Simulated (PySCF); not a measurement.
**Spinor energies of Cd (cadmium, neutral)**

Start: [Kr] 4d9 5s2 5p1; 4d3/2 filled at m_j = -3/2, -1/2, +1/2, +3/2; 4d5/2 filled at m_j = -3/2, -1/2, +1/2, +3/2, +5/2; 5p3/2 filled at m_j = +3/2. Calculated with PySCF 2.14 in x2c-TZVPall-2c: generalised Hartree-Fock with the X2C-1e Hamiltonian and a Gaussian nucleus; one run each with spin-orbit coupling (SO) switched off, then screened by Boettger's factors. This is a chosen level, not necessarily the ground level.

```json
{"spinor shell": "1s1/2", "electrons": "2", "ε, spin-free (eV)": "-26853.3", "ε, screened SO (eV)": "-26851.2", "weight of nominal j (screened SO)": "1.000", "rms radius, screened SO (bohr)": "0.0348"}
{"spinor shell": "2s1/2", "electrons": "2", "ε, spin-free (eV)": "-4081.4", "ε, screened SO (eV)": "-4080.8", "weight of nominal j (screened SO)": "1.000", "rms radius, screened SO (bohr)": "0.142"}
{"spinor shell": "2p1/2", "electrons": "2", "ε, spin-free (eV)": "-3655.8", "ε, screened SO (eV)": "-3789.3", "weight of nominal j (screened SO)": "1.000", "rms radius, screened SO (bohr)": "0.124"}
{"spinor shell": "2p3/2", "electrons": "4", "ε, spin-free (eV)": "-3655.8", "ε, screened SO (eV)": "-3594.5", "weight of nominal j (screened SO)": "1.000", "rms radius, screened SO (bohr)": "0.128"}
{"spinor shell": "3s1/2", "electrons": "2", "ε, spin-free (eV)": "-804.79", "ε, screened SO (eV)": "-804.66", "weight of nominal j (screened SO)": "1.000", "rms radius, screened SO (bohr)": "0.381"}
{"spinor shell": "3p1/2", "electrons": "2", "ε, spin-free (eV)": "-661.69", "ε, screened SO (eV)": "-686.36", "weight of nominal j (screened SO)": "1.000", "rms radius, screened SO (bohr)": "0.375"}
{"spinor shell": "3p3/2", "electrons": "4", "ε, spin-free (eV)": "-661.69", "ε, screened SO (eV)": "-650.33", "weight of nominal j (screened SO)": "1.000", "rms radius, screened SO (bohr)": "0.386"}
{"spinor shell": "3d3/2", "electrons": "4", "ε, spin-free (eV)": "-438.34", "ε, screened SO (eV)": "-442.78", "weight of nominal j (screened SO)": "0.999", "rms radius, screened SO (bohr)": "0.362"}
{"spinor shell": "3d5/2", "electrons": "6", "ε, spin-free (eV)": "-438.34", "ε, screened SO (eV)": "-435.28", "weight of nominal j (screened SO)": "1.000", "rms radius, screened SO (bohr)": "0.365"}
{"spinor shell": "4s1/2", "electrons": "2", "ε, spin-free (eV)": "-135.74", "ε, screened SO (eV)": "-135.75", "weight of nominal j (screened SO)": "1.000", "rms radius, screened SO (bohr)": "0.937"}
{"spinor shell": "4p1/2", "electrons": "2", "ε, spin-free (eV)": "-90.962", "ε, screened SO (eV)": "-96.033", "weight of nominal j (screened SO)": "0.989", "rms radius, screened SO (bohr)": "1.01"}
{"spinor shell": "4d3/2", "electrons": "4", "ε, spin-free (eV)": "-25.675", "ε, screened SO (eV)": "-26.446", "weight of nominal j (screened SO)": "0.914", "rms radius, screened SO (bohr)": "1.32"}
{"spinor shell": "4d5/2", "electrons": "5", "ε, spin-free (eV)": "-25.675", "ε, screened SO (eV)": "-25.193", "weight of nominal j (screened SO)": "0.931", "rms radius, screened SO (bohr)": "1.34"}
{"spinor shell": "5s1/2", "electrons": "2", "ε, spin-free (eV)": "-10.402", "ε, screened SO (eV)": "-10.434", "weight of nominal j (screened SO)": "0.999", "rms radius, screened SO (bohr)": "2.99"}
{"spinor shell": "5p3/2", "electrons": "1", "ε, spin-free (eV)": "-5.467", "ε, screened SO (eV)": "-5.379", "weight of nominal j (screened SO)": "1.000", "rms radius, screened SO (bohr)": "4.00"}
```

Q: Where does 4p3/2 lie, and what is the 4p spin-orbit splitting (screened SO)?

A: At -88.654 eV, 7.379 eV above 4p1/2.

```csv
quantity,spin-free,screened SO
E (hartree),-5590.36698,-5591.49938
M_J,4,4
⟨J²⟩,20.020,20.019
⟨L²⟩,12.016,12.031
⟨S²⟩,2.004,2.019
```

Each row is a mean over spinors that exchange with the open shell spreads, by up to 6.040 eV (4p3/2).

Breit and QED terms are absent; they matter most for the inner s and p1/2 levels.

Densities and radii are taken from the X2C orbitals without a picture-change correction, which distorts them close to the nucleus.

Without spin-orbit coupling the j labels of p, d and f shells carry no meaning; the spin-free column gives the mean over the occupied spinors of each nl shell.
